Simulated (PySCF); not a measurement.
BSe: frontier orbitals

r²SCAN at R = 1.751 Å; PySCF, no relativity, basis sets B 6-31G(d,p), Se 6-31G(d,p). State: ²Σ⁺ (doublet), unpaired electrons σ ↑. Only the outer orbitals are listed, counted within each symmetry.

```json
{"spin": "α", "orbital": "8σ", "occ.": "1", "ε (eV)": "-18.51", "on B (%)": "18", "main shells (%)": "78 Se s, 13 B s"}
{"spin": "α", "orbital": "9σ", "occ.": "1", "ε (eV)": "-11.05", "on B (%)": "49", "main shells (%)": "48 B s, 35 Se p, 15 Se s"}
{"spin": "α", "orbital": "10σ", "occ.": "1", "ε (eV)": "-7.52", "on B (%)": "71", "main shells (%)": "50 B p, 26 Se p, 20 B s"}
{"spin": "α", "orbital": "4π", "occ.": "1", "ε (eV)": "-7.32", "on B (%)": "29", "main shells (%)": "70 Se p, 29 B p"}
{"spin": "α", "orbital": "4π", "occ.": "1", "ε (eV)": "-7.32", "on B (%)": "29", "main shells (%)": "70 Se p, 29 B p"}
{"spin": "α", "orbital": "5π", "occ.": "0", "ε (eV)": "-2.52", "on B (%)": "68", "main shells (%)": "68 B p, 29 Se p"}
{"spin": "α", "orbital": "5π", "occ.": "0", "ε (eV)": "-2.52", "on B (%)": "68", "main shells (%)": "68 B p, 29 Se p"}
{"spin": "α", "orbital": "11σ", "occ.": "0", "ε (eV)": "2.77", "on B (%)": "14", "main shells (%)": "71 Se p, 15 B p, 12 Se d"}
{"spin": "β", "orbital": "8σ", "occ.": "1", "ε (eV)": "-18.36", "on B (%)": "17", "main shells (%)": "81 Se s, 11 B s"}
{"spin": "β", "orbital": "9σ", "occ.": "1", "ε (eV)": "-10.28", "on B (%)": "35", "main shells (%)": "49 Se p, 31 B s, 15 Se s"}
{"spin": "β", "orbital": "4π", "occ.": "1", "ε (eV)": "-7.21", "on B (%)": "19", "main shells (%)": "81 Se p, 18 B p"}
{"spin": "β", "orbital": "4π", "occ.": "1", "ε (eV)": "-7.21", "on B (%)": "19", "main shells (%)": "81 Se p, 18 B p"}
{"spin": "β", "orbital": "10σ", "occ.": "0", "ε (eV)": "-3.87", "on B (%)": "83", "main shells (%)": "48 B s, 35 B p, 14 Se p"}
{"spin": "β", "orbital": "5π", "occ.": "0", "ε (eV)": "-1.34", "on B (%)": "78", "main shells (%)": "78 B p, 18 Se p"}
{"spin": "β", "orbital": "5π", "occ.": "0", "ε (eV)": "-1.34", "on B (%)": "78", "main shells (%)": "78 B p, 18 Se p"}
```

Task: Which are the highest filled and the lowest empty level, where do they sit, and how wide is the gap?

Result: Highest filled β 4π at -7.21 eV (in %: 81 Se p, 18 B p); lowest empty β 10σ at -3.87 eV (in %: 48 B s, 35 B p, 14 Se p); the gap at r²SCAN is 3.34 eV.

The bond order (Mayer) is 2.41. The ⟨S²⟩ is 0.780. The charge on B (Mulliken, basis-dependent) is 0.15, the charge on B (Löwdin, basis-dependent) is -0.05 and the dipole moment (positive dipole means B(−)Se(+)) is -0.79 D.

Spin–orbit coupling is left out. The state was picked by a PBE0 search and need not be the measured ground state.
